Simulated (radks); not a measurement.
Species: Pt III. Configuration: [Xe] 4f14 5d8 (the NIST ground configuration).

Method: scalar-relativistic Kohn-Sham, PBE, spin-polarised, spherical densities, point nucleus; open shells are filled with parallel spins first (spin-orbit coupling, left out, can overturn this in heavy ions); hard spherical wall at 10 bohr; computed with a radial shooting solver on a logarithmic mesh with Libxc functionals.

Energy parts (eV):
total: -501028.81
kinetic: 558939.98
electron-nucleus: -1243645.88
Hartree: 193298.72
exchange-correlation: -9621.63

Orbitals (lengths in bohr, moments of r in powers of bohr; r(max) is where P^2 peaks; r(90%) holds 90 % of the orbital's charge):
\begin{tabular}{lrrrrrr}
orbital & occ. & eigenvalue (eV) & r(90%) & r(max) & <r^4> & <r> \\ \hline
1s up & 1 & -78460.29 & 0.0313 & 0.01061 & 4.513e-07 & 0.01714 \\
1s down & 1 & -78460.29 & 0.0313 & 0.01061 & 4.513e-07 & 0.01714 \\
2s up & 1 & -13800.51 & 0.112 & 0.06121 & 0.00006651 & 0.07234 \\
2s down & 1 & -13800.37 & 0.112 & 0.06121 & 0.00006651 & 0.07234 \\
2p up & 3 & -11961.10 & 0.106 & 0.05059 & 0.00005365 & 0.06523 \\
2p down & 3 & -11960.99 & 0.106 & 0.05059 & 0.00005365 & 0.06523 \\
3s up & 1 & -3257.700 & 0.274 & 0.1726 & 0.002412 & 0.1871 \\
3s down & 1 & -3257.651 & 0.274 & 0.1726 & 0.002412 & 0.1871 \\
3p up & 3 & -2722.152 & 0.281 & 0.1717 & 0.002641 & 0.1882 \\
3p down & 3 & -2722.096 & 0.281 & 0.1717 & 0.002641 & 0.1882 \\
3d up & 5 & -2141.995 & 0.264 & 0.1398 & 0.002032 & 0.1704 \\
3d down & 5 & -2141.897 & 0.264 & 0.1398 & 0.002032 & 0.1704 \\
4s up & 1 & -716.5712 & 0.595 & 0.3898 & 0.05459 & 0.4150 \\
4s down & 1 & -716.4392 & 0.595 & 0.3898 & 0.05458 & 0.4150 \\
4p up & 3 & -540.9748 & 0.641 & 0.4100 & 0.07300 & 0.4419 \\
4p down & 3 & -540.8530 & 0.641 & 0.4100 & 0.07297 & 0.4419 \\
4d up & 5 & -327.8806 & 0.699 & 0.4181 & 0.1023 & 0.4682 \\
4d down & 5 & -327.7395 & 0.699 & 0.4182 & 0.1021 & 0.4681 \\
4f up & 7 & -91.1532 & 0.834 & 0.3850 & 0.2225 & 0.5165 \\
4f down & 7 & -90.9392 & 0.832 & 0.3850 & 0.2195 & 0.5155 \\
5s up & 1 & -123.1944 & 1.36 & 0.8695 & 1.509 & 0.9526 \\
5s down & 1 & -122.2276 & 1.36 & 0.8680 & 1.494 & 0.9502 \\
5p up & 3 & -77.3895 & 1.60 & 0.9784 & 2.843 & 1.101 \\
5p down & 3 & -76.1780 & 1.60 & 0.9760 & 2.822 & 1.098 \\
5d up & 5 & -26.4960 & 2.38 & 1.246 & 13.97 & 1.552 \\
5d down & 3 & -25.1356 & 2.41 & 1.243 & 14.73 & 1.563 \\
5f up & 0 & -3.7910 & 7.26 & 4.805 & 1098 & 5.085 \\
5f down & 0 & -3.5989 & 7.36 & 4.976 & 1175 & 5.208 \\
6s up & 0 & -22.5180 & 3.58 & 2.183 & 70.28 & 2.477 \\
6s down & 0 & -21.6631 & 3.64 & 2.206 & 74.93 & 2.514 \\
6p up & 0 & -14.5887 & 4.56 & 2.756 & 182.3 & 3.141 \\
6p down & 0 & -14.0479 & 4.64 & 2.802 & 196.3 & 3.199 \\
\end{tabular}

The highest occupied level is 5d down at -25.136 eV. The pressure on the wall is 0.00000274 GPa. The density falls to 0.001 e/bohr^3 at r = 3.56 bohr. Spin moment in Bohr magnetons: 2.
